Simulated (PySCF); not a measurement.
PySCF input for hexafluorophosphate (F₆P), SMILES F[P-](F)(F)(F)(F)F, charge -1, SMD-M06-2X/def2-SVPD. Geometry optimised at TPSSh-D3(BJ)/def2-SVPD.

```python
import numpy as np
from pyscf import gto, scf, dft
from pyscf.solvent import smd

mol = gto.M(
    atom='''
    F     0.00000000   -1.65003979    0.00000000
    P     0.00000000    0.00000000    0.00000000
    F     1.65003979    0.00000000    0.00000000
    F    -1.65003979    0.00000000    0.00000000
    F     0.00000000    0.00000000    1.65003979
    F     0.00000000    1.65003979    0.00000000
    F     0.00000000    0.00000000   -1.65003979
    ''',
    basis='def2-SVPD',
    charge=-1,
    spin=0,
    max_memory=1600,
    verbose=3,
)
mf = dft.RKS(mol, xc='m06-2x').density_fit(auxbasis='def2-universal-jkfit')
mf.grids.level = 4
mf.conv_tol = 1e-9
mf.max_cycle = 100
mf.kernel()
res = {}
for name in ['water', 'n-hexane', 'benzene']:
    s = mf.SMD()
    s.with_solvent.solvent, s.with_solvent.sasa_ng = name, 302
    s.kernel(mf.make_rdm1())
    res[name] = (s.e_tot, s.with_solvent.get_cds(), s.dip_moment(), s.mo_energy, s.converged)
    print(f'SMD {name}: dG(solv) = {(s.e_tot - mf.e_tot) * 627.509474:.3f} kcal/mol, of which CDS {res[name][1] * 627.509474:.3f}')
```

It prints:

```
converged SCF energy = -939.966253302666
converged SCF energy = -940.045257621303

WARN: System has nonzero charge -1; the dipole moment is origin-dependent.
Location of origin: [0. 0. 0.]

Dipole moment(X, Y, Z, Debye):  0.00000, -0.00000, -0.00000
SMD water: dG(solv) = -49.576 kcal/mol, of which CDS 4.961
converged SCF energy = -940.00554242885

WARN: System has nonzero charge -1; the dipole moment is origin-dependent.
Location of origin: [0. 0. 0.]

Dipole moment(X, Y, Z, Debye):  0.00000, -0.00000, -0.00000
SMD n-hexane: dG(solv) = -24.654 kcal/mol, of which CDS 1.171
converged SCF energy = -940.013337069137

WARN: System has nonzero charge -1; the dipole moment is origin-dependent.
Location of origin: [0. 0. 0.]

Dipole moment(X, Y, Z, Debye): -0.00000,  0.00000, -0.00000
SMD benzene: dG(solv) = -29.546 kcal/mol, of which CDS 1.303
```

The run converged.
